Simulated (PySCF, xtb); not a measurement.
Ge(OH)2(SH)2 (GeH₄O₂S₂), SMILES [OH][Ge]([OH])([SH])[SH].

xtb with GFN2-xTB at its own geometry gives an orbital gap of 3.62 eV and a dipole moment of 1.77 D.

Coordinates come from a PBE0-D3(BJ)/def2-SVP optimisation. The structure was generated by enumeration, and PubChem lists no compound with its InChIKey, so it may never have been made. The values are those of a single conformer.

Question: What does PBE/def2-TZVP run with PySCF give? (Estimate from the structure and the level; the computed values follow.)

Answer: gap 4.80 eV (levels -6.38 and -1.58 eV), dipole 1.25 D.
